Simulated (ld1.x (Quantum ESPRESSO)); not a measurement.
Values are calculated unless marked as measured or tabulated.
# Hardness and transferability of assorted potentials

Generated with ld1.x 7.5 (TM, RRKJ, ultrasoft, PAW), atompaw 4.2 or ONCVPSP 4.0.1. The cutoff is in Ry: for ld1.x and atompaw files where the sum of valence levels is converged to 10 mRy in a Bessel basis, for ONCV files where the hardest occupied wave has 1 mHa per electron of residual kinetic energy. The error is the largest all-electron minus pseudo excitation energy over each file’s own four to seven test configurations (ionisations up to +4, promotions, holes and added fractions of an electron), all of which were solved. The labels leave out finer settings (local radius, basis sizes, second energies), which also bear on the numbers. Spin-polarised tests are not counted. The rows are a selection from randomly drawn settings: files with unsolved tests, undetermined cutoffs or missed reference levels are left out.

A true bound ghost makes a file unfit for plane-wave use even where its test errors are small: the radial tests pick states by their node count and pass the ghost by.

| element | potential | cutoff (Ry) | largest error (meV) | bound ghosts |
| --- | --- | --- | --- | --- |
| K | PAW, LDA (PZ), scalar-relativistic, rc 2.25/2.35/2.40 (spd), local smoothed, core correction yes, reference 3s2 3p6 4s1 4p0 | 15 | -14 | none |
| K | TM semilocal, LDA (PZ), scalar-relativistic, rc 3.90/2.10/3.60 (spd), local p, core correction no, reference 3p6 4s1 4p0 | 25 | -54 | none |
| In | RRKJ, LDA (PZ), scalar-relativistic, rc 2.05/2.85 (sp), local smoothed, core correction no, reference 5s2 5p1 | 25 | +154 | s |
| Ta | TM, PBEsol, scalar-relativistic, rc 2.60/2.95/1.55 (spd), local smoothed, core correction no, reference 5d3 6s0 6p0 | 30 | +151 | s, p |

(1) Fill in the row for W: TM, PBE, scalar-relativistic, rc 2.85/2.65/1.80 (spd), local smoothed, core correction no, reference 5d4 6s1.75 6p0.

(2) Fill in the row for Cd: PAW, PBE, scalar-relativistic, rc 2.30/2.05/1.75 (spd), local smoothed, core correction yes, reference 4p6 4d10 5s2 5p0.

(3) Fill in the row for Ru: TM, PBE, scalar-relativistic, rc 0.95/1.20/1.25 (spd), local s, core correction no, reference 4s2 4p6 4d7 5s0 5p0.

Answers

(1) cutoff 30 Ry, largest error +137 meV, bound ghosts: none.

(2) cutoff 40 Ry, largest error -85 meV, bound ghosts: none.

(3) cutoff 120 Ry, largest error +125 meV, bound ghosts: none.
